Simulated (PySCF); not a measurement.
How methods differ on the excitation energy of Os(2+)

Os(2+) [Xe] 4f14 5d6 (5D) → Os(2+) [Xe] 4f14 5d5 6s1, s spin flipped, as a difference of total energies. Calculation: PySCF 2.14, in x2c-TZVPPall; the spin-free X2C one-electron Hamiltonian (Gaussian nucleus). Correlated levels: valence: [Xe] 4f14 frozen. The calculations carry no spin-orbit coupling.

| method | excitation energy (cm⁻¹) |
| --- | --- |
| UHF | 15402 |
| LDA | 16325 |
| PBE | 17651 |
| PBE0 | 18257 |
| r2SCAN | 19517 |
| LC-wPBE | 18715 |
| r2SCAN0 | 18984 |
| revPBE | 18286 |
| MP2 (valence) | 16391 |
| SCS-MP2 (valence) | 16360 |

The upper determinant mixes two multiplicities, so it lies between the two terms.

The basis was made for the ground configuration and has no added diffuse functions, so the excitation energy can come out too high.
